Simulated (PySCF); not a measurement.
# Removing the step error of a finite difference

System: H$_{2}$BBrFN (SMILES NB(F)Br), singlet, at a GFN2-xTB geometry. Level: PBE/6-31G, polarisability in PySCF. Sums are taken with unrounded values, so a last digit can differ.

Second differences of the energy in a field along z gave a polarisability along z of 22.678 bohr³ at step 0.005 and 22.710 bohr³ at step 0.02 (atomic units).

Problem. Extrapolate to zero step.

Solution. The leading error of a symmetric difference goes as h², so A(h) = A0 + c h². Then c = (22.710 - (22.678))/(0.02² - 0.005²) = 86.9 (atomic units) and A0 = 22.678 - c × 0.005² = 22.676 bohr³. The analytic value from the same program and level is 22.676 bohr³: the smaller step missed it by 0.002, the extrapolation by 0.000.
